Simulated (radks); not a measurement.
Results of a calculation; reference values are marked as such.
Spherical jellium clusters: N electrons in a uniform positive sphere of charge N and radius rs N^(1/3), rs = 2.44 bohr. Level of theory: non-relativistic Kohn-Sham, LDA (Slater exchange, Perdew-Wang correlation), spin-polarised, spherical densities (a radial shooting solver with Libxc functionals). Levels are named by radial order and angular momentum (1s, 1p, 1d, 2s, ...), and open shells are averaged over m.

N = 29, configuration 1s2 1p6 1d10 2s2 1f(up 7, down 2). This is the lowest configuration that the search found. Occupied and some empty levels:

level    occupation  eigenvalue (eV)  <r> (bohr)
1s up             1          -10.194       4.336
1s down           1          -9.9489       4.189
1p up             3          -8.3245       5.328
1p down           3          -7.9502       5.251
1d up             5          -6.1322       6.040
1d down           5          -5.6961       6.021
2s up             1          -5.4801       5.211
2s down           1          -5.2177       5.299
1f up             7          -3.6851       6.695
1f down           2          -3.2367       6.735
2p up             0          -2.8583       6.523
2p down           0          -2.6199       6.622
1g up             0          -1.1047       7.513
2d up             0         -0.73963       9.036
1g down           0         -0.69638       7.683
2d down           0         -0.56142       9.447

Energy (eV): total -29.7014, kinetic 125.55, external -3565.2, Hartree 1738.7, exchange-correlation -160.45, background 1831.6.

Electron density:

r (bohr)  n(r) (e/bohr^3)
0.247             0.02080
0.869             0.01954
1.49              0.01743
2.11              0.01543
2.73              0.01440
3.35              0.01472
3.98              0.01603
4.60              0.01737
5.22              0.01761
5.84              0.01601
6.46              0.01266
7.08             0.008580
7.71             0.005030
8.33             0.002659
8.95             0.001322
9.57            0.0006322
10.2            0.0002960
10.8            0.0001364
11.4           0.00006152
12.1           0.00002797
